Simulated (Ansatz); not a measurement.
The molecule GeI, multiplicity 2 (lowest of 2S+1 = 2, 4 at CCSD(T)/def2-TZVPP on PBE0 minima; our sources give no spin for the ground state, which may be another). No spin–orbit coupling. Ge is treated without relativity.

Constants: fifth-degree fit in 1/R to seven points, most abundant isotopes. Runs in def2 and cc sets follow the lowest solution found near the PBE0 minimum.

Correlated levels freeze the inner cores; with def2 sets outer-core shells near the valence are correlated too.

The values were computed with Ansatz (an electronic-structure program) with Gaussian orbitals. Each number belongs to the level named beside it. In def2 rows elements past Kr take small-core potentials, without spin–orbit coupling.

Question: What bond length and harmonic frequency does CAM-B3LYP/def2-TZVPP give?

Answer: r_e = 2.530 Å, ω_e = 241 cm⁻¹.

Question: What bond length and harmonic frequency does B2PLYP/def2-TZVPP give?

Answer: r_e = 2.537 Å, ω_e = 240 cm⁻¹.

Question: What bond length and harmonic frequency does CCSD(T)/def2-TZVPP give?

Answer: r_e = 2.524 Å, ω_e = 246 cm⁻¹.
